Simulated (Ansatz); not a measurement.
Cartesian coordinates (Å):
```xyz
8

C     -1.6859     0.1370     0.0069
C     -0.4348    -0.1877     0.0260
C      0.8286    -0.5301     0.0464
C      1.8776     0.4227    -0.0693
N      2.7503     1.1690    -0.1605
H     -2.2149     0.3784     0.9233
H     -2.2370     0.1830    -0.9270
H      1.1161    -1.5723     0.1542
```
Charge 0, spin multiplicity 1.

Calculation: Ansatz (a program for electronic structure) with frozen-core CCSD(T)/def2-TZVPP // PBE0-D3(BJ)/def2-TZVP. The restricted HF reference is unstable towards unrestricted orbitals.

| Item | Result |
|---|---|
| HF energy | -207.67185 Ha |
| MP2 correlation energy | -0.79445 Ha |

Question: Estimate the CCSD correlation energy, the (T) correction, the total energy and the T1 diagnostic.

Answer: 
| Property | Result |
|---|---|
| CCSD correlation energy | -0.81361 Ha |
| (T) correction | -0.04335 Ha |
| CCSD(T) total energy | -208.52881 Ha |
| T1 diagnostic | 0.014 |
